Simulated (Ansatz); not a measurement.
System: B₂O₃, net charge 0, singlet state. 
Structure (B3LYP-D3(BJ)/def2-TZVP (Ansatz, an electronic-structure program) minimum search):
SMILES: O=BOB=O
```xyz
5

O     -2.3578    -0.3880    -0.4469
B     -1.2349     0.0007    -0.2404
O     -0.0192     0.4735    -0.0184
B      1.2301     0.1191     0.2357
O      2.3800    -0.1604     0.4682
```
Charge 0, spin multiplicity 1.

Parts of the frozen-core correlation energy in 6-31G (Ansatz, hartree). Frozen orbitals: 5; correlated occupied orbitals by spin: 12 and 12; virtual: 28 and 28. Spin-orbit coupling is left out. Non-relativistic.

```csv
term,value
reference (HF),-274.00941
MP2 opposite-spin,-0.35047
MP2 same-spin,-0.13375
CCSD correlation,-0.47546
(T),-0.01594
T1 diagnostic,0.021
largest doubles amplitude,0.044
```
